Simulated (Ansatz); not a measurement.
C2H9AlOSi can be A, `C[SiH](C)[AlH][OH]`, or B, `CO[CH2][AlH][SiH3]`.

Gas-phase electronic energies from Ansatz, PBE0-D4/def2-TZVP geometries. CCSD(T)/CBS adds triple-zeta CCSD(T) − MP2 to the extrapolated MP2 energy (def2 sets, frozen cores). Functionals use def2-TZVPP. B3LYP here is the variant with VWN-RPA as its local correlation; programs differ in this. Each species was taken in one conformer, which may not be the lowest.

(1) Which isomer does CCSD(T)/CBS put lower? Give the gap. (An estimate is asked.)

(2) Give E(B) − E(A) in kJ/mol with PBE0-D4, B3LYP, CCSD/def2-TZVPP, ωB97M-V, B2PLYP, B3LYP-D4, r2SCAN-D4. (An estimate is asked.)

Largest T1 diagnostic: 0.012.

Results:

(1) Ansatz gave: A, by 334.7 kJ/mol.

(2) The calculation gave: PBE0-D4 320.4, B3LYP 320.7, CCSD/def2-TZVPP 328.4, ωB97M-V 326.7, B2PLYP 330.2, B3LYP-D4 320.2, r2SCAN-D4 328.1. None reverses the order clearly.

From PBE to PBE0 (25 % exact exchange), in def2-TZVPP and without D4, E(B) − E(A) moves by +7.8 kJ/mol. In def2-TZVPP, CCSD(T) changes the Hartree–Fock value by +5.9 kJ/mol (the triples alone add −0.9 kJ/mol) and MP2 by +24.7 kJ/mol.
